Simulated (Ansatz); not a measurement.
Input for Ansatz (a program for electronic structure): R-CCSD(T)/cc-pV(Q+d)Z on Si2H6 (SMILES [SiH3][SiH3]). The basis file is the Basis Set Exchange's JSON of that set.

Ansatz 0.2 input:
```yaml
crystal:
  periodic: [false, false, false]
  atoms:
    - {symbol: Si, position_ang: [0.00000030, -0.00000000, 1.17215758]}
    - {symbol: Si, position_ang: [-0.00000030, 0.00000000, -1.17215758]}
    - {symbol: H, position_ang: [1.39114148, -0.00000000, 1.68665042]}
    - {symbol: H, position_ang: [-0.69557088, 1.20476382, 1.68665028]}
    - {symbol: H, position_ang: [-0.69557088, -1.20476382, 1.68665028]}
    - {symbol: H, position_ang: [0.69557088, 1.20476382, -1.68665028]}
    - {symbol: H, position_ang: [-1.39114148, 0.00000000, -1.68665042]}
    - {symbol: H, position_ang: [0.69557088, -1.20476382, -1.68665028]}
basis:
  gaussian:
    orbitals: cc-pV_Q+d_Z.json
magnetization: {spin_polarized: false}
correlation: {method: ccsd_t, electrons: outside_noble_gas}
scf: {lower_state_search: off}
```

The log:

```
WARN ansatz: RAYON_NUM_THREADS=4 ignored (pool sized by the plan → 4); use --threads N
Functional definition: HF
these checks for a lower state are left out or cut short: stability, starts, cluster_reference, orbital_swaps, neighbouring_geometries, increment
integrals: 2.90 GiB planned
1810 factors; integrals over basis functions are off by at most 8.4e-4 eV
mean field: 1.24 GiB planned
mean field evaluation 1: about -15818.8963 eV, gradient 1.4e1 eV
mean field evaluation 2: about -15818.9787 eV, gradient 1.4e1 eV
mean field evaluation 4: about -15820.2424 eV, gradient 5.7e-1 eV
mean field evaluation 8: about -15820.2426 eV, gradient 2.6e-2 eV
mean field evaluation 16: about -15820.2426 eV, gradient 1.1e-6 eV
mean field -15820.24262083 eV, -581.3831929698 hartree, gradient 1.1e-6 eV, S^2 0.000000; 0 other end points of the search recorded, 0 dependent functions left out
10 core orbitals not correlated
reference -15820.24262083 eV, -581.3831929698 hartree; 7, 7 occupied and 291, 291 virtual orbitals, 1810 factors
second order -7.70175371 eV of doubles, -0.00000000 eV of singles
coupled cluster: 4.62 GiB planned
cycle   1  -8.59177889 eV  change   -8.9e-1 eV  update   7.3e-2
cycle   2  -8.95215250 eV  change   -3.6e-1 eV  update   2.5e-2
cycle   3  -8.96871137 eV  change   -1.7e-2 eV  update   7.0e-3
cycle   4  -8.96385266 eV  change    4.9e-3 eV  update   2.6e-3
cycle   5  -8.96329729 eV  change    5.6e-4 eV  update   7.1e-4
cycle   6  -8.96319699 eV  change    1.0e-4 eV  update   1.9e-4
cycle   7  -8.96319054 eV  change    6.4e-6 eV  update   4.6e-5
cycle   8  -8.96321164 eV  change   -2.1e-5 eV  update   1.3e-5
cycle   9  -8.96321439 eV  change   -2.7e-6 eV  update   3.9e-6
perturbative correction -0.28294261 eV, -0.0103979492 hartree
Total energy: -15829.48877783 eV, -581.7229829724 hartree
Checks for a lower state left out: stability, starts, cluster_reference, orbital_swaps, neighbouring_geometries, increment
```

The run converged.

Cost: around 50 core-seconds (rough).
